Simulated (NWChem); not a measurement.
C₃H₅ClSi; SMILES C(C[SiH2]Cl)#C

```xyz
10

C      1.0670    -2.6111    -0.2900
C      0.1655    -1.9097     0.1137
C     -0.8968    -1.0323     0.5648
Si    -0.8850     0.6493    -0.2988
Cl     0.8653     1.6542     0.1471
H      1.8656    -3.2386    -0.6397
H     -1.8870    -1.4855     0.3755
H     -0.8316    -0.8605     1.6533
H     -2.0305     1.4593     0.2057
H     -0.9739     0.4763    -1.7739
```
Atoms are numbered in this order, from 1.

All runs: NWChem. All runs use the structure optimised with PBE0/def2-SVP. Level: PBE0/def2-SVP with SMD (1 M gas to 1 M solution), gas-phase geometry. Reactions with the solvent are ignored.

### Question
What does the run give for solvent water? Quantities: solvation free energy (kcal/mol); cavity-dispersion-structure term (kcal/mol); dipole in solution (D).

### Answer
```
Property                                     Result
-------------------------------------------  ------
solvation free energy (kcal/mol)               -0.9
cavity-dispersion-structure term (kcal/mol)     4.5
dipole in solution (D)                         2.34
```
